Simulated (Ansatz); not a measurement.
Geometry optimisation, RHF/def2-SVP (Ansatz).

Input file:

```yaml
crystal:
  periodic: [false, false, false]
  atoms:
    - { symbol: Ta, position_ang: [-0.149998, 0.324032, -0.064625] }
    - { symbol: F, position_ang: [1.717146, 0.554899, -0.287956] }
    - { symbol: F, position_ang: [0.291876, -0.381233, 1.612083] }
    - { symbol: Cl, position_ang: [-0.361258, 0.745591, -2.360136] }
    - { symbol: Cl, position_ang: [-1.070326, 2.252338, 0.707079] }
    - { symbol: Cl, position_ang: [-1.824176, -1.286198, -0.189215] }
    - { symbol: Si, position_ang: [1.480913, -2.818689, -1.332876] }
    - { symbol: H, position_ang: [1.053897, -3.843389, -0.360674] }
    - { symbol: H, position_ang: [0.681841, -2.897055, -2.570844] }
    - { symbol: H, position_ang: [2.92339, -2.930947, -1.622966] }
    - { symbol: H, position_ang: [1.268096, -1.490049, -0.73077] }
basis:
  gaussian: { orbitals: def2-SVP }
hamiltonian:
  xc: hf
relax:
  f_tol: 0.03
  max_steps: 50
```

Run as:

```bash
$ ansatz run input.yaml --threads 4 --pin off --max-ram 5120MiB --backend cpu --events-out ev --progress --plain --runs-dir out
```

**Question.** Where does it end, and by what steps?

**Answer.** It converged. After 8 steps the energy has fallen by 0.151 eV; F2 moved furthest, 0.48 Å.

```tsv
step	energy less start (eV)	largest force component (eV/Å)	accepted
0	0.0000	1.057	yes
1	-0.1117	0.363	yes
2	-0.1355	0.132	yes
3	-0.1434	0.091	yes
4	-0.1469	0.108	yes
5	-0.1493	0.076	yes
6	-0.1505	0.062	yes
7	-0.1511	0.040	yes
8	-0.1513	0.030	yes
```

```xyz
11
Properties=species:S:1:pos:R:3
Ta -0.187 0.503 -0.009
F 1.607 0.999 -0.152
F 0.364 -0.398 1.530
Cl -0.296 0.757 -2.327
Cl -1.181 2.371 0.803
Cl -1.917 -1.064 -0.126
Si 1.528 -3.008 -1.392
H 1.149 -4.060 -0.428
H 0.761 -3.145 -2.647
H 2.981 -3.040 -1.661
H 1.203 -1.687 -0.791
```

Whether the end is a true minimum wasn't checked by a vibrational analysis.

Time of the run: 26 s on 4 threads of Arm Neoverse V1 (shared host), peak memory 0.45 GiB.
